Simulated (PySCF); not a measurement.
## How methods differ on the ionisation energy of In²⁺

In²⁺ [Kr] 4d10 5s1 (2S) → In³⁺ [Kr] 4d10 (1S), as a difference of total energies. Calculation: PySCF 2.14, in cc-pVTZ-PP with ECP28MDF; scalar relativity through the core potential. The calculations carry no spin-orbit coupling.

```json
{"method": "UHF", "ionisation energy (eV)": "26.619", "error (eV)": "-1.425"}
{"method": "M06-L", "ionisation energy (eV)": "27.557", "error (eV)": "-0.487"}
{"method": "TPSS", "ionisation energy (eV)": "28.282", "error (eV)": "+0.238"}
```

Reference: 28.044 eV (measured; NIST Atomic Spectra Database, ionization energies).
